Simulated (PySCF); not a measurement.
CH7ClOSi2, SMILES [SiH3]CO[SiH2]Cl.

The structure is a stationary point at PBE-D3(BJ)/def2-SVP. This is a generated structure with no PubChem entry under its InChIKey; it may be hypothetical. The values are those of a single conformer.

The numbers are results of PySCF with PBE/def2-TZVP, not measurements.

Isolated molecule, no solvent.

```json
{
 "total_energy": "-1156.24030 hartree",
 "highest_occupied_level": "-6.61 eV",
 "lowest_empty_level": "-0.78 eV",
 "orbital_gap": "5.83 eV",
 "dipole_moment": "0.80 D",
 "quadrupole, principal values (traceless, Buckingham form, about the centre of nuclear charge)": "-4.55, -1.23, 5.79 D·Å",
 "mean_static_polarisability": "83.2 bohr³ (12.33 Å³)",
 "polarisability_principal_values": "71.0, 79.7, 98.8 bohr³"
}
```
